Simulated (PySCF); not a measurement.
B(Me)2(PH2) (C2H8BP), SMILES CB(C)P.

Geometry: B3LYP-D3(BJ)/def2-SVP. Other conformers were not sampled.

These are PBE/def2-TZVP (PySCF) values and carry that method's errors.

Estimate the frontier levels, gap, dipole moment and polarisability. (Estimate from the structure and the level; the computed values follow.)


The highest occupied level comes out as -5.98 eV, the lowest empty level comes out as -1.82 eV and the orbital gap is 4.16 eV. The dipole moment comes out as 0.231 e·Å and the quadrupole, principal values (traceless, Buckingham form, about the centre of nuclear charge) is -3.08, 1.10, 1.97 D·Å. The mean static polarisability is 69.4 bohr³ (10.29 Å³) and the polarisability, principal values is 55.1, 68.8, 84.4 bohr³.
